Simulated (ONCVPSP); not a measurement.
Cl (Z = 17): ONCV pseudisation with PBE, scalar-relativistic reference atom.

ONCVPSP 4.0.1 was run on this input:

```
# ATOM AND REFERENCE CONFIGURATION
# atsym  z   nc   nv     iexc    psfile
  Cl 17.00    3    2        4      upf
#
#   n    l    f
    1    0    2.00
    2    0    2.00
    2    1    6.00
    3    0    1.75
    3    1    5.25
#
# PSEUDOPOTENTIAL AND OPTIMIZATION
# lmax
    1
#
#   l,   rc,      ep,       ncon, nbas, qcut
    0    1.35    0.00    3    7    3.80
    1    1.50    0.00    4    7    4.60
#
# LOCAL POTENTIAL
# lloc, lpopt,  rc(5),   dvloc0
    4    1    0.95   -1.00
#
# VANDERBILT-KLEINMAN-BYLANDER PROJECTORs
# l, nproj, debl
    0    2    0.90
    1    2    3.40
#
# MODEL CORE CHARGE
# icmod, fcfact, rcfact
    0    0.00    0.00
#
# LOG DERIVATIVE ANALYSIS
# epsh1, epsh2, depsh
   -2.00    5.00    0.02
#
# OUTPUT GRID
# rlmax, drl
    6.00    0.01
#
# TEST CONFIGURATIONS
# ncnf
    4
# nvcnf
#   n    l    f
    2
    3    0    2.00
    3    1    5.00
#
    2
    3    0    2.00
    3    1    4.00
#
    2
    3    0    2.00
    3    1    3.00
#
    2
    3    0    1.00
    3    1    5.00
#
```

Command:

```bash
oncvpsp.x < Cl.dat > Cl.out
```

The program printed (shortened: citation, most of the input echo, consistency checks and plot data are left out):

```
ONCVPSP  (Optimized Norm-Conservinng Vanderbilt PSeudopotential)
scalar-relativistic version 4.0.1

#   n    l    f        energy (Ha)
    1    0    2.00    -1.0112163E+02
    2    0    2.00    -9.2992179E+00
    2    1    6.00    -7.0548726E+00
    3    0    1.75    -7.6659148E-01
    3    1    5.25    -3.2097863E-01

Reference configufation results
  iterations    23
  all-electron total energy (Ha)   -4.61322034D+02

Begin loop to  construct optimized pseudo wave functions
and semi-local pseudopoentials for all angular momenta

   Wellstate for l =  0  n =  4
     eigenvalue =   0.1334
     asymptotic potential =   0.6334
     half-point radius =  6.5751

Calculating optimized projector #   1

 for l=   0

    Fraction of norm inside rc  0.423854
    Optimizing pswf for qcut=   3.80 a_B^-1,  ecut=   7.23 Ha
    Residual kinetic energy error=  1.95D-02 Ha

    Energy error per electron        Cutoff
         Ha          eV             Ha
         0.01000     0.27211        9.71
         0.00100     0.02721       67.44
         0.00010     0.00272      108.84

Calculating optimized projector #   2

 for l=   0

    Fraction of norm inside rc  0.056244
    Optimizing pswf for qcut=   3.80 a_B^-1,  ecut=   7.23 Ha
    Residual kinetic energy error=  4.68D-03 Ha

    Energy error per electron        Cutoff
         Ha          eV             Ha
         0.01000     0.27211        5.06
         0.00100     0.02721       16.57
         0.00010     0.00272       90.69
         0.00001     0.00027      148.84

   Wellstate for l =  1  n =  5
     eigenvalue =   3.0790
     asymptotic potential =   3.5790
     half-point radius =  3.0721

Calculating optimized projector #   1

 for l=   1

    Fraction of norm inside rc  0.389756
    Optimizing pswf for qcut=   4.61 a_B^-1,  ecut=  10.62 Ha
    Residual kinetic energy error=  4.89D-04 Ha

    Energy error per electron        Cutoff
         Ha          eV             Ha
         0.01000     0.27211        5.26
         0.00100     0.02721        7.60
         0.00010     0.00272       45.67
         0.00001     0.00027       62.29

Calculating optimized projector #   2

 for l=   1

    Fraction of norm inside rc  0.101862
    Optimizing pswf for qcut=   4.61 a_B^-1,  ecut=  10.62 Ha
    Residual kinetic energy error=  9.67D-04 Ha

    Energy error per electron        Cutoff
         Ha          eV             Ha
         0.01000     0.27211        7.64
         0.00100     0.02721       10.08
         0.00010     0.00272       31.49
         0.00001     0.00027       59.75

Construct Vanderbilt / Kleinmman-Bylander projectors

B matrix Hermiticity error, ll=   0
   1   2    3.7618E-05

  Orthonormal projector coefficients  1.6842E+01  4.7920E+00

B matrix Hermiticity error, ll=   1
   1   2   -2.0246E-04

  Orthonormal projector coefficients  4.4350E+00  8.1288E-01

Pseudoatom total energy  -14.822790

Diagnostic tests using Vanderbilt-Kleinman-Bylander pseudopotentials
  1 or more projectors used as specified by nproj input data

   l    rcore       rmatch      e in        delta e   norm test  slope test

   0   1.3548664   1.3960031  -0.7665915   0.0001833   1.0000746   1.0012634
   0   1.3548664   1.3960031   0.1334085   0.0004614   1.0001424   1.0001424

   1   1.5088989   1.5547123  -0.3209786  -0.0000021   1.0000346   1.0000654
   1   1.5088989   1.5547123   3.0790214   0.0000176   1.0002406   1.0002406

 Testing for bound ghosts
   n   l    E NL Schr. Eq   E Basis Diag.   E Cutoff

   1   0       -0.766408       -0.760767    101.80

   2   1       -0.320981       -0.309758     97.07

 Testing for highly-localized positive-energy ghosts
       l    <radius>/rc     E Basis Diag.   E Cutoff

       0        0.826235        7.059499    101.80  WARNING - GHOST(+)

Test configuration 0

   n   l     f        eae           eps        diff
   1   0  2.0000 -101.12163234
   2   0  2.0000   -9.29921786
   2   1  6.0000   -7.05487259
   3   0  1.7500   -0.76659148   -0.76640814    1.83D-04
   3   1  5.2500   -0.32097863   -0.32098075   -2.12D-06

    Total energies and differences
      AE_ref= -4.61322034D+02  AE_tst= -4.61322034D+02  dif=  0.00D+00
      PS_ref= -1.48227899D+01  PS_tst= -1.48227899D+01  dif=  5.33D-15
      PSP excitation error= -5.33D-15

Test configuration 1

   n   l     f        eae           eps        diff
   1   0  2.0000 -101.10868280
   2   0  2.0000   -9.28644538
   2   1  6.0000   -7.04225176
   3   0  2.0000   -0.76041725   -0.76028465    1.33D-04
   3   1  5.0000   -0.31586689   -0.31582817    3.87D-05

    Total energies and differences
      AE_ref= -4.61322034D+02  AE_tst= -4.61433302D+02  dif= -1.11D-01
      PS_ref= -1.48227899D+01  PS_tst= -1.49340265D+01  dif= -1.11D-01
      PSP excitation error= -3.16D-05

Test configuration 2

   n   l     f        eae           eps        diff
   1   0  2.0000 -101.58997250
   2   0  2.0000   -9.75782389
   2   1  6.0000   -7.51474620
   3   0  2.0000   -1.17943899   -1.17936725    7.17D-05
   3   1  4.0000   -0.71388463   -0.71360992    2.75D-04

    Total energies and differences
      AE_ref= -4.61322034D+02  AE_tst= -4.60923400D+02  dif=  3.99D-01
      PS_ref= -1.48227899D+01  PS_tst= -1.44242069D+01  dif=  3.99D-01
      PSP excitation error=  5.17D-05

Test configuration 3

   n   l     f        eae           eps        diff
   1   0  2.0000 -102.16287788
   2   0  2.0000  -10.31132582
   2   1  6.0000   -8.07035097
   3   0  2.0000   -1.65066312   -1.65044717    2.16D-04
   3   1  3.0000   -1.16439521   -1.16332089    1.07D-03

    Total energies and differences
      AE_ref= -4.61322034D+02  AE_tst= -4.59988241D+02  dif=  1.33D+00
      PS_ref= -1.48227899D+01  PS_tst= -1.34895850D+01  dif=  1.33D+00
      PSP excitation error=  5.89D-04

Test configuration 4

   n   l     f        eae           eps        diff
   1   0  2.0000 -101.63839345
   2   0  2.0000   -9.80616435
   2   1  6.0000   -7.56236577
   3   0  1.0000   -1.20296095   -1.20278697    1.74D-04
   3   1  5.0000   -0.73443182   -0.73456700   -1.35D-04

    Total energies and differences
      AE_ref= -4.61322034D+02  AE_tst= -4.60456348D+02  dif=  8.66D-01
      PS_ref= -1.48227899D+01  PS_tst= -1.39571837D+01  dif=  8.66D-01
      PSP excitation error=  8.03D-05
```

The run took about 2.1 s on one core of a shared server CPU.
